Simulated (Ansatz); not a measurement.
`CCCCC(=O)OCCC` → 8 C• + 16 H• + 2 O•  (atomization)

Gas-phase electronic energies from Ansatz, PBE0-D4/def2-TZVP geometries. CCSD(T)/CBS adds triple-zeta CCSD(T) − MP2 to the extrapolated MP2 energy (def2 sets, frozen cores). This one scheme is used for every species, atoms too. For atomizations the MP2-based limit and the directly extrapolated one differ by several kJ/mol either way, and by 10 to 25 for some Ge, Se and Sn compounds, so smaller differences from it don't rank the levels. DFT in def2-TZVPP. B3LYP here is the variant with VWN-RPA as its local correlation; programs differ in this. No spin–orbit coupling; open shells (•) take unrestricted orbitals. Spin–orbit coupling would lower the free atoms: a little for C, O. Each species was taken in one conformer, which may not be the lowest.

```tsv
level	ΔE (kJ/mol)	difference from CCSD(T)/CBS
LDA (SPW92)	12290.2	1574.0
B3LYP-D4	10723.7	7.5
r2SCANh-D4	10705.0	-11.2
BHLYP-D4	10430.6	-285.6
CAM-B3LYP-D4	10779.6	63.4
r2SCAN0	10607.4	-108.8
BHLYP	10371.0	-345.2
CAM-B3LYP	10732.8	16.6
LC-ωPBE	10731.8	15.6
HF/def2-SVP	8097.1	-2619.1
CCSD(T)/def2-SVP	10323.2	-393.0
SCS-MP2/def2-TZVPP	10579.6	-136.6
CCSD(T)/def2-TZVPP	10481.2	-235.0
SCS-MP2/def2-QZVPP	10734.8	18.6
HF/CBS(def2)	7956.2	-2760.0
CCSD/CBS(def2)	10566.9	-149.3
CCSD(T)/CBS	10716.2	0
```

Largest T1 diagnostic among the species: 0.012.

From BLYP to BHLYP (50 % exact exchange), in def2-TZVPP and without D4, ΔE moves by −205.5 kJ/mol: exact exchange takes away binding that semilocal exchange gives to molecules. In def2-TZVPP, CCSD(T) changes the Hartree–Fock value by +2534.9 kJ/mol (the triples alone add +149.3 kJ/mol) and MP2 by +2695.9 kJ/mol; breaking electron pairs costs correlation energy, which Hartree–Fock lacks. The D4 term adds +86.4 kJ/mol with B3LYP and +46.8 kJ/mol with PBE0; it sums over pairs of atoms, weighted by their polarisabilities, and B3LYP, whose exchange is more repulsive, gets the larger term.
